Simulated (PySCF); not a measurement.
Compound: (H3Sn)2CH2, CH8Sn2.
Bonds: Sn1–C5, C5–Sn6. Hydrogens: H2, H3, H4 on Sn1; H10, H11 on C5; H7, H8, H9 on Sn6.

Method used: PBE0-D3(BJ)/def2-SVP geometry optimisation, gas phase, def2 core potentials past Kr in PySCF.

How far are the bound atoms from Sn1?

4 atoms: H4 1.715 Å, H2 1.716 Å, H3 1.716 Å, C5 2.154 Å. The nearest atom not counted as bound is H10, at 2.71 Å (others tie with it).

List the angles at Sn1.

```json
{"angle": "H2–Sn1–C5", "degrees": "110.4", "distance of the outer atoms (Å)": "3.19"}
{"angle": "H3–Sn1–C5", "degrees": "109.5", "distance of the outer atoms (Å)": "3.17"}
{"angle": "H2–Sn1–H4", "degrees": "109.4", "distance of the outer atoms (Å)": "2.80"}
{"angle": "H4–Sn1–C5", "degrees": "109.3", "distance of the outer atoms (Å)": "3.17"}
{"angle": "H2–Sn1–H3", "degrees": "109.2", "distance of the outer atoms (Å)": "2.80"}
{"angle": "H3–Sn1–H4", "degrees": "109.0", "distance of the outer atoms (Å)": "2.79"}
```

What is the shape at Sn1?

Tetrahedral: angles from 109.0° to 110.4°; τ4 = (360° − α − β)/141° = 0.99 with α and β the two widest (0 for a square, 1 for a tetrahedron).

What are the other bond lengths?

C5–H10, C5–H11 1.101 Å.

Give some angles away from the centre.

Sn1–C5–Sn6 114.6°.

Point group: near C2, missed by 0.12 Å at most; the miss may be what the optimiser left on a soft mode. Charge 0, singlet. PBE0-D3(BJ)/def2-SVP frequencies: not computed here.

On Arm Neoverse V2, one thread, shared host, this took 32 s of wall time and 0.42 GiB of memory at its peak. That covers the optimisation of the geometry.
